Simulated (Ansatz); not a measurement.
```xyz
8

C    -0.0855    1.1410   -0.4968
Ge    1.3284   -0.1973   -0.0322
N     0.1764   -1.4479    0.6149
H    -0.8673    0.6842   -1.1109
H     0.3304    1.9932   -1.0363
H    -0.5511    1.5121    0.4223
H     0.4966   -2.3281    0.9850
H    -0.8279   -1.3570    0.6542
```

The species carries charge 0 and has multiplicity 1.

Q: List the B3LYP/def2-TZVPP orbital energies in eV (Ansatz). (Estimate.)

A: Computed: Occupied: -10849.61, -1353.93, -1204.89, -1204.82, -1204.79, -389.26, -276.07, -168.44, -118.84, -118.64, -118.53, -32.37, -32.30, -32.20, -32.14, -32.04, -22.89, -18.57, -13.57, -13.37, -10.80, -10.76, -9.03, -7.55, -6.06. Lowest empty: -1.55, 0.57, 1.06, 2.49, 2.62, 3.03, 3.31, 3.40.

B3LYP here is the variant with VWN-RPA as its local correlation; programs differ in this.
